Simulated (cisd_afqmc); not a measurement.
Input (X2C-AFQMC/CISD/cc-pwCVTZ-DK; cisd_afqmc is a phaseless AFQMC code with CISD trial states that reads the integrals written by Ansatz): The .json basis holds the Basis Set Exchange's core-valence set for the 3d metal and cc-pVXZ-DK of the same size for its partners.

Ansatz 0.2 input:
```python
import cisd_afqmc

open("ham.yaml", "w").write("""\
crystal:
  periodic: [false, false, false]
  atoms:
    - {symbol: V, position_ang: [-0.00000000, -0.00000000, -0.40758025]}
    - {symbol: O, position_ang: [0.00000000, 0.00000000, 1.17179321]}
basis:
  gaussian:
    orbitals: cc-pwCVTZ-DK.json
magnetization: {spin_polarized: true, initial_magnetization: 3}
correlation: {method: ccsd, frozen_orbitals: {O: 1, V: 5}, hamiltonian_folder: ham}
""")
rep = cisd_afqmc.ansatz("ham.yaml")
e_ccsd = rep["correlation"]["coupled_cluster"]["energy"]["hartree"]
out = cisd_afqmc.run("ham", e_ccsd, trial="CISD", walkers=100, populations=8, threads=8, dt=0.005, steps=40, early=36, settle=10, least=32,
    cut=5e-5, rank_cut=2e-4, target=0.0006, seconds=3000, seed=4, memory=17280, gpu=False)
```

Output:

```
WARN ansatz::render: the results are in doubt because among natural orbitals full CI differs from the method by -0.419 eV
orbitals 126, occupied [11, 8], factors 714 of 862, rank of the doubles 992 of 2209
E(HF) = -1023.074856
E(CCSD) on the cut factors = -1023.818901, shift to the whole factors -0.000011
Energy of the trial state on the determinant = -1023.818895
  tau behind 10.8 of longer steps, mean of the populations' last blocks
   2.0  -1023.86083
   4.0  -1023.86418
   6.0  -1023.86545
   8.0  -1023.85801
  10.0  -1023.86744
  12.0  -1023.86401
  14.0  -1023.86149
  16.0  -1023.85703
blocks 597 (0 outliers left out), error by blocks joined: 1: 0.00069, 2: 0.00082, 4: 0.00095, 8: 0.00106, 16: 0.00136
E(AFQMC/CISD) = -1023.86246 +/- 0.00136
```

The determinant is spin-contaminated: <S^2> is 4.19, 0.44 over the pure value. The CCSD(T) runs of this state have a T1 diagnostic of up to 0.074.

The error still grows at the longest joins of blocks, or few joins were possible, so the printed bar may be too narrow.

The run carries these doubts: large difference.
